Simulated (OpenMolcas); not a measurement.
## V2+: effect of the active space

```json
{
 "Program": "OpenMolcas",
 "Method": "SS-CASPT2 or its RAS form, IPEA 0.25 Eh, imaginary shift 0.1 Eh",
 "Basis": "ANO-RCC-VQZP",
 "Scalar Hamiltonian": "DKH2, point nucleus",
 "Spin-orbit coupling": "RASSI with atomic mean-field integrals over the reference wave functions, term energies averaged over their components"
}
```

A. 3 electrons in 5 orbitals (3d); 2S+1 = 4 even, 10 roots; 2S+1 = 2 even, 40 roots; closed shells correlated: 3s 3p; CASPT2 step about 25 core-seconds
B. 3 electrons in 6 orbitals (3d 4s); 2S+1 = 4 even, 20 roots; 2S+1 = 2 even, 64 roots kept (CI in the orbitals of an earlier block); closed shells correlated: 3s 3p; CASPT2 step roughly 70 core-seconds
C. 9 electrons in 8 orbitals (RAS1 3p, at most 2 holes; RAS2 3d); 2S+1 = 4 even, 10 roots; 2S+1 = 2 even, 40 roots; closed shells correlated: 3s; CASPT2 step about 50 core-seconds
D. 3 electrons in 10 orbitals (3d 4d); 2S+1 = 4 even, 10 roots; 2S+1 = 2 even, 40 roots; closed shells correlated: 3s 3p; CASPT2 step roughly 6 core-minutes

Energies in cm-1 above 3d3 4F 3/2, the measured ground level; measured values from Sugar and Corliss, J. Phys. Chem. Ref. Data 7, 1191 (1978).

```csv
Level,A,B,C,D,Measured
3d3 4F 3/2,0.0,0.0,0.0,0.0,0.0
3d3 4F 5/2,155,162,164,157,146
3d3 4F 7/2,367,383,388,372,342
3d3 4F 9/2,633,660,668,641,584
3d3 2G 7/2,11620,11870,11850,11810,11966
3d3 2G 9/2,11850,12110,12090,12050,12187
3d3 4P 1/2,12160,11820,12050,11880,11514
3d3 4P 3/2,12230,11890,12120,11950,11592
3d3 4P 5/2,12410,12080,12320,12140,11770
3d3 2D 3/2(1),15900,16360,16510,16440,
3d3 2D 5/2(1),16360,16470,16670,16580,16375
3d3 2P 1/2,16370,15350,15380,15320,15580
3d3 2H 9/2,16500,16870,16750,16880,16811
3d3 2H 11/2,16680,17060,16940,17070,16978
3d3 2P 3/2,16760,15380,15440,15370,
3d3 2F 7/2,27910,27730,27980,28020,27728
3d3 2F 5/2,28010,27830,28080,28120,27847
3d3 2D 5/2(2),43400,42600,42880,43590,42267
3d3 2D 3/2(2),43520,42720,43020,43690,42371
```

Deviations, from unrounded energies. A percentage is the sum of absolute deviations over the sum of measured energies, with the sign that they share, or ± where signs differ.

```
                        Against measurement  Levels     A      B      C     D
             mean absolute deviation (cm-1)      16   420    150    270   330
      fine structure of the ground term (%)       3  +7.9  +12.5  +13.9  +9.2
other terms of the ground configuration (%)      13  ±2.5   ±0.9   ±1.6  ±2.0
```

B lies closest to measurement on these levels and A furthest from it. The largest miss of B in the table is 3d3 2D 3/2(2), by +350 cm-1. The ranking rests on the paired levels alone, and a cruder setting can come out closer through cancelling errors.

The two smallest mean deviations differ by little beside CASPT2's spread within terms, so their order carries little weight.

Among A to D the level of the table that moves most is 3d3 2P 3/2, by 1400 cm-1 (lowest in D, highest in A). Moves below CASPT2's spread within the term are not significant.

Term energies are means over components that CASPT2 splits; among the terms shown or strongly mixed into the levels shown the widest spread is 600 cm-1 (3d3 4F, D). The CASPT2 spread within a term exceeds the gap to the next term for 3d3 2P and 3d3 2H, so the order of their levels is uncertain (holds for A). Terms from blocks run as CI alone lack orbitals of their own (holds for B). Some levels mix across a computed gap that differs much from the measured one, so their mixing is not that of the real levels (holds for C; D). Active for correlation alone: 3p; no level in the range computed is led by a configuration that opens it, so any true level of that kind is missing (holds for C). Active for correlation alone: 4d; no level in the range computed is led by a configuration that fills it, so any true level of that kind is missing (holds for D). Measured partners are found by configuration, term and J. A level has none where our copy of the source lacks it or the pairing is in doubt (some pairs that miss far off the trend of their configuration count as doubtful), and it then counts in no deviation. Levels of configurations outside the active space are missing. The table leaves out levels that lie high or whose names do not pair safely across all columns.

A number in round brackets counts repeated terms of one configuration in the order of the reference energies.
